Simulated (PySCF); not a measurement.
**How methods differ on the excitation energy of Sc(2+)**

Sc(2+) [Ar] 3d1 (2D) → Sc(2+) [Ar] 4s1 (2S), as a difference of total energies. Computed with PySCF 2.14 in aug-cc-pVTZ with one added diffuse shell each of s, p, d, f, g type (9s8p6d4f3g, 118 functions), with the non-relativistic Hamiltonian (point nucleus). The calculations carry no spin-orbit coupling.

```
 method  excitation energy (eV)
    UHF                   3.142
    LDA                   3.661
    PBE                   3.754
   PBE0                   3.766
 r2SCAN                   3.987
    M06                   3.641
r2SCAN0                   3.902
 PBEsol                   3.774
```

A first-order spin-orbit estimate (lowest level to lowest level, LS coupling) adds 0.019 eV.
